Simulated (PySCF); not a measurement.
## Electronic absorption of C5H3FN2O

Species: C₅H₃FN₂O.
Geometry (GFN2-xTB, Å), atoms numbered from 1 in this order:
```
atom  x, y, z in Å
N1     2.469    1.696   -0.059
C2     1.760    0.822    0.129
C3     0.850   -0.282    0.354
O4     0.796   -1.225   -0.720
C5    -0.609   -1.063   -0.893
C6    -0.661    0.034    0.187
F7    -1.412   -0.288    1.287
C8    -0.988    1.365   -0.278
N9    -1.241    2.407   -0.669
H10    1.073   -0.761    1.318
H11   -1.166   -1.962   -0.615
H12   -0.870   -0.744   -1.905
```

Computed, not measured: TDDFT PBE0/def2-SVPD, vertical, gas phase, core orbitals frozen in the response in PySCF.

What does the calculation give for the low-lying excited states?

| state | E (eV) | λ (nm) | ν̃ (cm⁻¹) | f | main configurations (H = HOMO, L = LUMO) |
| --- | --- | --- | --- | --- | --- |
| S1 | 6.34 | 195.5 | 51140 | 0.0031 | H→L (94%) |
| S2 | 6.97 | 178.0 | 56190 | 0.0022 | H-1→L (85%) |
| S3 | 7.19 | 172.4 | 58000 | 0.011 | H→L+1 (84%) |
| S4 | 7.25 | 171.0 | 58490 | 0.0012 | H-3→L (41%), H-1→L+1 (23%), H→L+1 (10%) |
| S5 | 7.33 | 169.2 | 59090 | 0.0009 | H→L+2 (92%) |
| S6 | 7.63 | 162.5 | 61540 | 0.014 | H-2→L (66%), H-1→L+1 (12%) |
| S7 | 7.77 | 159.6 | 62660 | 0.0040 | H-4→L (41%), H-3→L+1 (15%), H-1→L+2 (13%) |
| S8 | 7.91 | 156.7 | 63810 | 0.0065 | H→L+3 (74%) |

Triplets, Tamm–Dancoff:

```tsv
state	E (eV)	λ (nm)	main configurations (H = HOMO, L = LUMO)
T1	5.85	212.1	H→L (66%), H→L+1 (9%)
T2	6.10	203.3	H-4→L (27%), H-3→L+2 (13%)
T3	6.18	200.8	H→L (20%), H-2→L (18%), H-1→L+1 (9%)
```

The lowest singlet lies at 6.34 eV (196 nm, vacuum ultraviolet) and is very weak; its leading configuration is HOMO→LUMO (94%). The strongest level in the table is S6 at 7.63 eV (162 nm, f = 0.014). Löwdin shares by element: HOMO oxygen 60%, carbon 17% or more, hydrogen 5% or more (atoms not listed hold the other 18%); LUMO carbon 25% or more, nitrogen 25% (atoms not listed hold the other 50%). The listed states span 1.57 eV, and the widest gap between neighbours is 0.63 eV (S1 to S2). Orbital energies (eV): HOMO-3 -10.68, HOMO-2 -10.54, HOMO-1 -10.13, HOMO -9.25, LUMO -1.43, LUMO+1 -0.74, LUMO+2 -0.57. The oscillator strengths of these states sum to 0.043; summed over the whole spectrum of an exact calculation they would give the number of electrons, 64 (Thomas–Reiche–Kuhn). Only the lowest 8 singlets were computed, as vertical energies without vibronic structure.
